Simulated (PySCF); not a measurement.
C5H7ClSSi.
Numbering: `[CH3:1][S:2][C:3]1=[CH:4][CH:5]=[CH:6][Si@H:7]1[Cl:8]`

Probes without a nucleus sit at each ring's centroid and 1 Å off its mean plane on both sides; NICS is minus the shielding there, NICSzz its component along the normal. Level: GIAO PBE0/pcSseg-1 (PySCF, non-relativistic, gas phase) on the GFN2-xTB geometry, one conformer.

Ring bond lengths (Å), with Mayer bond orders in brackets: C3–C4 1.346 (1.71), C4–C5 1.449 (1.10), C5–C6 1.343 (1.82), C6–Si7 1.880 (0.91), Si7–C3 1.909 (0.76).

Task: What do the NICS probes read (ppm)?

Result: 
```csv
ring,type,NICS(0),"NICS(1), two faces","NICS(1)zz, two faces",rms pucker (Å),"centre to ring atoms, mean (Å)"
C3–C4–C5–C6–Si7,"5-membered ring with Si; formal bonds 2 double, 3 single",3.4,-0.1 / 0.3,7.4 / 8.1,0.01,1.34
```

Task: What can be read from them?

Result: 
- C3–C4–C5–C6–Si7: mean NICS(1)zz 7.7 ppm, deshielded. Si7 has four or more neighbours, so the value isn't read as a sign of a π ring current.

Task: At the first NICS(1) probe listed for ring C3–C4–C5–C6–Si7, 1 Å off the ring, what do the in-plane components average?

Result: The isotropic value is a third of the trace: (3 × -0.1 − (7.4))/2 = -3.9 ppm.

Task: List the ring angles and the Hirshfeld charges of the ring atoms.

Result: 
- C3–C4–C5–C6–Si7: C3 109.4° (-0.114 e), C4 115.3° (-0.077 e), C5 117.4° (-0.034 e), C6 109.3° (-0.168 e), Si7 88.5° (+0.351 e); sum 540.0° against 540° for a flat convex ring.

The run took 86 s of wall time (grids of density and orbitals included) on Intel Xeon at 2.70 GHz, one thread, no GPU, shared host with 64 logical CPUs at a one-minute load of 60, and the process peaked at 0.92 GiB of memory. This is the whole shielding run at PBE0/pcSseg-1, SCF included.

Conformer computed: `[CH3:1][S:2][C:3]1=[CH:4][CH:5]=[CH:6][Si@H:7]1[Cl:8]`: C1–S2–C3–C4 -1°.
